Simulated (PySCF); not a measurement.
C5H13B2N.
SMILES with atom numbers: `[BH2:1][N:2]([BH:3][CH2:4][CH:5]=[CH2:6])[CH2:7][CH3:8]` (hydrogens: H9, H10 on B1; H11 on B3; H12, H13 on C4; H14 on C5; H15, H16 on C6; H17, H18 on C7; H19, H20, H21 on C8)

Computed, not measured: TDDFT B3LYP/def2-SVPD, vertical, gas phase, core orbitals frozen in the response (PySCF 2.14.0, density-fitted response routines). Isolated species at its PBE0-D3(BJ)/def2-SVP geometry (one conformer only). Torsions of this conformer, `[BH2:1][N:2]([BH:3][CH2:4][CH:5]=[CH2:6])[CH2:7][CH3:8]`: B1–N2–B3–C4 -3°, N2–B3–C4–C5 -87°, B3–C4–C5–C6 -93°, B1–N2–C7–C8 91°.

Q: Predict the UV-vis stick spectrum at this level.

A: 

```csv
state,E (eV),ν̃ (cm⁻¹),f,"main configurations (H = HOMO, L = LUMO)"
S1,4.79,38600,0.076,H→L (97%)
S2,6.09,49090,0.0056,H-2→L (83%)
S3,6.13,49450,0.185,"H-1→L (72%), H→L+1 (22%)"
S4,6.22,50200,0.030,"H→L+1 (45%), H-1→L (21%), H-3→L (18%)"
S5,6.37,51360,0.015,"H-3→L (69%), H-2→L (11%)"
S6,6.67,53840,0.023,"H→L+2 (52%), H→L+3 (35%)"
```

The lowest singlet comes at 259 nm (462 kJ/mol) in the ultraviolet; it is of moderate strength; its leading configuration is HOMO→LUMO (97%). The most intense listed level is S3 at 6.13 eV (202 nm, f = 0.185), 1.35 eV above S1. Löwdin shares by element: HOMO carbon 76% or more, boron 7% or more (atoms not listed hold the other 17%); LUMO boron 54%, nitrogen 13%, hydrogen 6% or more (atoms not listed hold the other 27%). Orbital energies (eV): HOMO-3 -8.95, HOMO-2 -8.75, HOMO-1 -8.31, HOMO -6.96, LUMO -1.41, LUMO+1 -0.19, LUMO+2 0.37. Weighted by f, the mean energy of these states is 5.88 eV. Of the 6 states listed, 5 reach f = 0.01 and none stays under 0.0005. The window holds the lowest 6 singlets.
